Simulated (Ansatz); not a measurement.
Basis sets compared for the cluster CuPd2 (the lowest doublet isomer of a short search). The state is a doublet with charge 0. Geometry PBE-D4/def2-TZVP. Ansatz on 2 threads of Arm Neoverse V1 on a shared host; times are rough, and most runs start from earlier orbitals.

| atom | x (Å) | y (Å) | z (Å) |
| --- | --- | --- | --- |
| Pd1 | -0.737 | 1.151 | -0.449 |
| Pd2 | -0.429 | -1.343 | -0.286 |
| Cu3 | 1.166 | 0.192 | 0.735 |

In the def2 sets Pd takes a core potential; there is no spin–orbit coupling. The structure comes from a short search, and lower isomers may exist.

Binding counts from free atoms (Pd singlet, Cu doublet) in the same basis, without a counterpoise term.

```json
{"level": "PBE-D4/def2-SVP", "functions": "93", "energy (Eh)": "-1895.8518", "HOMO (eV)": "-4.27", "LUMO (eV)": "-4.04", "binding per atom (eV)": "1.65", "wall time": "6.5 s"}
{"level": "PBE-D4/def2-TZVP", "functions": "125", "energy (Eh)": "-1896.1707", "HOMO (eV)": "-4.45", "LUMO (eV)": "-4.21", "binding per atom (eV)": "1.50", "wall time": "13 s"}
{"level": "r2SCAN-D4/def2-TZVP", "functions": "125", "energy (Eh)": "-1896.4292", "HOMO (eV)": "-4.43", "LUMO (eV)": "-3.92", "binding per atom (eV)": "1.55", "wall time": "31 s"}
{"level": "PBE0-D4/def2-SVP", "functions": "93", "energy (Eh)": "-1895.7766", "HOMO (eV)": "-5.52", "LUMO (eV)": "-2.83", "binding per atom (eV)": "1.25", "wall time": "11 s"}
{"level": "PBE0-D4/def2-TZVP", "functions": "125", "energy (Eh)": "-1896.0844", "HOMO (eV)": "-5.63", "LUMO (eV)": "-2.95", "binding per atom (eV)": "1.14", "wall time": "21 s"}
```

Problem. Estimate the rows for PBE-D4/def2-TZVPD, r2SCAN-D4/def2-TZVPD, PBE0-D4/def2-TZVPD.

Solution. 
```csv
level,functions,energy (Eh),HOMO (eV),LUMO (eV),binding per atom (eV),wall time
PBE-D4/def2-TZVPD,128,-1896.1714,-4.48,-4.24,1.50,13 s
r2SCAN-D4/def2-TZVPD,128,-1896.4297,-4.46,-3.95,1.56,33 s
PBE0-D4/def2-TZVPD,128,-1896.0848,-5.64,-2.97,1.14,12 s
```
